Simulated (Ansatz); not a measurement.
A series at Si: from `S[Si](Cl)(Cl)Cl`, ligands are replaced one by one, each step taking up H₂ and setting free HCl; n counts the steps. Ansatz, PBE0-D4/def2-TZVP geometries. Each molecule was computed in one conformer, which needn't be the lowest.

```json
{"n": "0", "molecule": "`S[Si](Cl)(Cl)Cl`", "HOMO energy, ωB97M-V/def2-TZVPP (eV)": "-10.39"}
{"n": "1", "molecule": "`S[SiH](Cl)Cl`", "HOMO energy, ωB97M-V/def2-TZVPP (eV)": "?"}
{"n": "2", "molecule": "`S[SiH2]Cl`", "HOMO energy, ωB97M-V/def2-TZVPP (eV)": "-10.12"}
{"n": "3", "molecule": "`[SiH3]S`", "HOMO energy, ωB97M-V/def2-TZVPP (eV)": "-9.71"}
```

Question: By hand: fit a straight line y = ȳ + b (n − n̄) to the 3 given rows and predict n = 1.

Answer: n̄ = 1.667, ȳ = -10.073; Σ(n − n̄)(y − ȳ) = 0.997, Σ(n − n̄)² = 4.667, so b = 0.214 eV a step. Prediction: -10.073 + (0.214) × (-0.667) = -10.22 eV.

Question: By hand: compare with the computed value, -10.29 eV, and give the steps along the whole series.

Answer: The line misses by -0.07 eV (computed minus predicted). Steps: 0.10, 0.17, 0.41 eV.

One step carries most of the change, so a line is a poor guide. The highest orbital can change its character along such a series. The miss is 10.3 % of the series' range.
